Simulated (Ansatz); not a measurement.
Computed with Ansatz on PBE0-D4/def2-TZVP structures; ΔE is electronic, products minus reactants. CBS: MP2 limit from def2 TZ/QZ plus the TZ coupled-cluster correction, frozen cores. Functionals use def2-TZVPP. B3LYP here is the variant with VWN-RPA as its local correlation; programs differ in this.

Reaction (isomerisation): `B/C([SiH3])=C\Cl` → `Cl[SiH]1CBC1`

| level | ΔE (kJ/mol) | difference from CCSD(T)/CBS |
| --- | --- | --- |
| PBE-D4 | -244.3 | 0.4 |
| r2SCAN-D4 | -253.8 | -9.1 |
| PBE0-D4 | -259.0 | -14.3 |
| B3LYP-D4 | -224.3 | 20.4 |
| ωB97X-V | -250.8 | -6.1 |
| ωB97M-V | -254.5 | -9.8 |
| B2PLYP | -232.0 | 12.7 |
| PBE | -243.9 | 0.8 |
| r2SCAN | -253.9 | -9.2 |
| PBE0 | -258.8 | -14.1 |
| B3LYP | -223.7 | 21.0 |
| HF/def2-TZVPP | -217.0 | 27.7 |
| MP2/def2-TZVPP | -250.9 | -6.2 |
| SCS-MP2/def2-TZVPP | -233.4 | 11.3 |
| CCSD/def2-TZVPP | -239.3 | 5.4 |
| CCSD(T)/def2-TZVPP | -236.8 | 7.9 |
| HF/def2-QZVPP | -217.3 | 27.4 |
| MP2/def2-QZVPP | -255.5 | -10.8 |
| SCS-MP2/def2-QZVPP | -238.2 | 6.5 |
| HF/CBS(def2) | -217.3 | 27.4 |
| MP2/CBS(def2) | -258.7 | -14.0 |
| CCSD/CBS(def2) | -247.1 | -2.4 |
| CCSD(T)/CBS | -244.7 | 0 |

Largest T1 diagnostic among the species: 0.012.

In def2-TZVPP, CCSD(T) changes the Hartree–Fock value by −19.8 kJ/mol (the triples alone add +2.4 kJ/mol) and MP2 by −33.8 kJ/mol. From PBE to PBE0 (25 % exact exchange), in def2-TZVPP and without D4, ΔE moves by −14.9 kJ/mol.
